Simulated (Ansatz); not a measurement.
1CB (C14H11N). Total charge 0; triplet. Geometry PBE-D4/def2-SVP, that of the neutral singlet; atoms count from 1.

```csv
atom,x (Å),y (Å),z (Å)
C1,4.0919,-1.6214,1.6651
C2,2.7737,-1.1241,1.1313
C3,2.4915,-1.1327,-0.2500
C4,1.2778,-0.6457,-0.7482
C5,0.2926,-0.1207,0.1178
C6,-0.9935,0.3949,-0.4059
C7,-1.6012,-0.1806,-1.5472
C8,-2.8131,0.3002,-2.0461
C9,-3.4615,1.3854,-1.4107
C10,-4.7051,1.8856,-1.9174
N11,-5.7244,2.2969,-2.3318
C12,-2.8660,1.9713,-0.2687
C13,-1.6543,1.4791,0.2194
C14,0.5751,-0.1112,1.5032
C15,1.7870,-0.6053,1.9962
H16,3.9662,-2.1622,2.6247
H17,4.5957,-2.3002,0.9494
H18,4.7865,-0.7758,1.8612
H19,3.2445,-1.5263,-0.9516
H20,1.1032,-0.6445,-1.8350
H21,-1.1264,-1.0450,-2.0346
H22,-3.2750,-0.1641,-2.9295
H23,-3.3612,2.8203,0.2243
H24,-1.1914,1.9643,1.0915
H25,-0.1844,0.2566,2.2099
H26,1.9716,-0.5948,3.0827
```

At PBE0-D4/def2-SVP a singlet of charge 0 lies 3.25 eV below the triplet at the same geometry.

(1) Estimate the Mulliken populations from the PBE0/def2-SVP orbitals of Ansatz.

(2) Where does the spin sit?

(3) And the Mayer bond orders between heavy atoms (over 0.3)?

## Answers

(1) 
```
atom  charge (e)  spin (α − β)
  C1       -0.01         -0.03
  C2       -0.10          0.33
  C3       -0.02         -0.13
  C4       -0.03          0.22
  C5        0.02         -0.02
  C6        0.01          0.53
  C7       -0.03          0.13
  C8        0.02          0.02
  C9       -0.12          0.59
 C10       -0.08         -0.17
 N11       -0.02          0.32
 C12        0.02          0.02
 C13       -0.03          0.12
 C14       -0.03          0.21
 C15       -0.02         -0.13
 H16        0.06          0.01
 H17        0.05          0.00
 H18        0.08          0.02
 H19        0.02          0.00
 H20        0.03         -0.01
 H21        0.03         -0.01
 H22        0.03          0.00
 H23        0.03          0.00
 H24        0.03         -0.01
 H25        0.03         -0.01
 H26        0.02          0.00
```
Mulliken values depend strongly on the basis.

(2) Summed by element: C 1.68, N 0.32, H 0.00, of 2 unpaired in all. Largest on single atoms: C9 0.59, C6 0.53, C2 0.33.

(3) C1–C2 1.06 (1.51 Å); C2–C3 1.32 (1.41 Å); C2–C15 1.30 (1.41 Å); C3–C4 1.47 (1.40 Å); C4–C5 1.24 (1.41 Å); C5–C6 1.21 (1.48 Å); C5–C14 1.24 (1.41 Å); C6–C7 1.09 (1.42 Å); C6–C13 1.09 (1.42 Å); C7–C8 1.64 (1.40 Å); C8–C9 1.10 (1.41 Å); C9–C10 1.20 (1.43 Å); C9–C12 1.10 (1.41 Å); C10–N11 2.83 (1.17 Å); C12–C13 1.64 (1.40 Å); C14–C15 1.48 (1.40 Å).
